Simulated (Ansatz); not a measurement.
Geometry optimisation, RKS PBE/def2-SVP (Ansatz 0.2.0).

input.yaml

```yaml
crystal:
  periodic: [false, false, false]
  atoms:
    - { symbol: Sn, position_ang: [0.0, 0.0, 0.0] }
    - { symbol: Cl, position_ang: [0.0, 0.0, 2.41] }
    - { symbol: C, position_ang: [2.0274, 0.0, -0.716] }
    - { symbol: H, position_ang: [2.3751, -1.0463, -0.8441] }
    - { symbol: H, position_ang: [2.076, 0.5276, -1.6913] }
    - { symbol: H, position_ang: [2.6794, 0.5187, 0.0175] }
    - { symbol: O, position_ang: [-0.9232, 1.5994, -0.6527] }
    - { symbol: H, position_ang: [-1.881, 1.3686, -0.8751] }
    - { symbol: C, position_ang: [-1.0126, -1.7544, -0.716] }
    - { symbol: H, position_ang: [-1.5123, -2.2661, 0.1329] }
    - { symbol: H, position_ang: [-1.7727, -1.4617, -1.4701] }
    - { symbol: H, position_ang: [-0.2768, -2.4431, -1.1811] }
basis:
  gaussian: { orbitals: def2-SVP }
hamiltonian:
  xc: pbe
relax:
  f_tol: 0.02
  max_steps: 40
output:
  orbitals: {}
```

Run as:

```bash
$ ansatz run input.yaml --threads 2 --pin off --max-ram 3072MiB --backend cpu --events-out ev --progress --plain --runs-dir out
```

Question: Where does it end, and by what steps?

Answer: The run converged. The force dipped under the threshold on the way, but the program's further checks kept it going. After 21 steps the energy has fallen by 0.161 eV; H5 moved furthest, 0.51 Å.

```json
{"step": "0", "energy less start (eV)": "0.0000", "largest force component (eV/Å)": "1.841", "accepted": "yes"}
{"step": "1", "energy less start (eV)": "-0.0577", "largest force component (eV/Å)": "1.797", "accepted": "yes"}
{"step": "2", "energy less start (eV)": "-0.0573", "largest force component (eV/Å)": "2.381", "accepted": "no"}
{"step": "3", "energy less start (eV)": "-0.1331", "largest force component (eV/Å)": "0.468", "accepted": "yes"}
{"step": "4", "energy less start (eV)": "-0.1454", "largest force component (eV/Å)": "0.193", "accepted": "yes"}
{"step": "5", "energy less start (eV)": "-0.1503", "largest force component (eV/Å)": "0.144", "accepted": "yes"}
{"step": "6", "energy less start (eV)": "-0.1545", "largest force component (eV/Å)": "0.226", "accepted": "yes"}
{"step": "7", "energy less start (eV)": "-0.1549", "largest force component (eV/Å)": "0.126", "accepted": "yes"}
{"step": "8", "energy less start (eV)": "-0.1586", "largest force component (eV/Å)": "0.025", "accepted": "yes"}
{"step": "9", "energy less start (eV)": "-0.1591", "largest force component (eV/Å)": "0.010", "accepted": "yes"}
{"step": "10", "energy less start (eV)": "-0.1591", "largest force component (eV/Å)": "0.088", "accepted": "yes"}
{"step": "11", "energy less start (eV)": "-0.1590", "largest force component (eV/Å)": "0.118", "accepted": "no"}
{"step": "12", "energy less start (eV)": "-0.1597", "largest force component (eV/Å)": "0.010", "accepted": "yes"}
{"step": "13", "energy less start (eV)": "-0.1599", "largest force component (eV/Å)": "0.017", "accepted": "yes"}
{"step": "14", "energy less start (eV)": "-0.1592", "largest force component (eV/Å)": "0.149", "accepted": "no"}
{"step": "15", "energy less start (eV)": "-0.1602", "largest force component (eV/Å)": "0.030", "accepted": "yes"}
{"step": "16", "energy less start (eV)": "-0.1599", "largest force component (eV/Å)": "0.086", "accepted": "no"}
{"step": "17", "energy less start (eV)": "-0.1603", "largest force component (eV/Å)": "0.027", "accepted": "yes"}
{"step": "18", "energy less start (eV)": "-0.1604", "largest force component (eV/Å)": "0.035", "accepted": "yes"}
{"step": "19", "energy less start (eV)": "-0.1605", "largest force component (eV/Å)": "0.038", "accepted": "yes"}
{"step": "20", "energy less start (eV)": "-0.1605", "largest force component (eV/Å)": "0.023", "accepted": "yes"}
{"step": "21", "energy less start (eV)": "-0.1606", "largest force component (eV/Å)": "0.008", "accepted": "yes"}
```

```xyz
12
Properties=species:S:1:pos:R:3
Sn 0.023 -0.127 -0.167
Cl -0.158 0.101 2.211
C 2.095 0.079 -0.718
H 2.463 -0.841 -1.210
H 2.173 0.941 -1.407
H 2.679 0.277 0.200
O -0.827 1.509 -0.973
H -1.720 1.649 -0.605
C -1.096 -1.914 -0.668
H -1.569 -2.300 0.254
H -1.871 -1.654 -1.414
H -0.413 -2.676 -1.089
```

Whether the end is a true minimum wasn't checked by a vibrational analysis.

Run time: 60 s on 2 threads of Arm Neoverse V1, on a shared host, peak memory 0.17 GiB.
